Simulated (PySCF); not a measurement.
From one molecule to another.

First species: C6H12FOP.
Z-matrix (Å and degrees, GFN2-xTB geometry), rows numbered from 1:
```
C 
O   1  1.4029
C   2  1.4101  1  114.40
C   3  1.5217  2  104.83  1   173.38
P   4  1.8746  3  104.43  2   -32.80
C   5  1.8897  4   97.17  3   174.58
C   6  1.5265  5   91.50  4   -84.70
F   7  1.3812  6  113.55  5  -135.91
C   7  1.5272  6   97.58  5   -16.11
H   1  1.0965  2  111.31  3   -58.23
H   1  1.0969  2  110.90  3    63.07
H   1  1.0878  2  106.71  3  -177.63
H   3  1.1002  2  110.64  1   -64.97
H   3  1.0997  2  109.84  1    54.37
H   4  1.0906  3  111.30  2  -151.21
H   4  1.0900  3  111.25  2    86.73
H   6  1.0884  5  118.24  4    36.42
H   6  1.0898  5  110.42  4   162.92
H   7  1.0951  6  113.54  5   103.83
H   9  1.0867  5  117.06  4   -40.27
H   9  1.0899  5  109.84  4  -165.66
```

Second species: C5H11FO.
SMILES: `COC(C)(C)CF`

Levels: PBE0/pcSseg-1 for dipole moment, HOMO energy, LUMO energy and HOMO–LUMO gap; GFN2-xTB for rotational constant A and rotational constant C. Geometries: GFN2-xTB. Each species is one conformer at its optimised geometry, gas phase, non-relativistic unless stated; the electronic structure was computed with PySCF and density fitting.

The conformers computed, where there is a choice (atom-mapped SMILES and torsion angles):
- `[CH3:1][O:2][CH2:3][CH2:4][P:5]1[CH2:6][CH:7]([F:8])[CH2:9]1`: C1–O2–C3–C4 173°, O2–C3–C4–P5 -33°, C3–C4–P5–C6 175°
- `[CH3:1][O:2][C:3]([CH3:4])([CH3:5])[CH2:6][F:7]`: C1–O2–C3–C4 -56°, O2–C3–C6–F7 -81°

```tsv
property	column X	column Y
dipole moment	3.67 D	0.84 D
HOMO energy	-6.35 eV	-7.29 eV
LUMO energy	1.05 eV	1.41 eV
HOMO–LUMO gap	7.40 eV	8.70 eV
rotational constant A	3.078 GHz	2.739 GHz
rotational constant C	0.661 GHz	1.867 GHz
```

Problem. Which column belongs to which species?

Solution. Column X is the first species and column Y the second. The first has 21 atoms and 80 electrons, the second 18 and 58.

Problem. How does each property change from the first species to the second?

Solution. dipole moment -2.83 D; HOMO energy -0.94 eV; LUMO energy +0.36 eV; HOMO–LUMO gap +1.30 eV; rotational constant A -0.339 GHz; rotational constant C +1.206 GHz.

On the first: The dipole matches unit charges of opposite sign 0.76 Å apart (1 e·Å = 4.8032 D).

On the second: The dipole matches unit charges of opposite sign 0.18 Å apart (1 e·Å = 4.8032 D). A dipole of 0.84 D is allowed in C1, and pure rotational transitions are dipole-allowed.
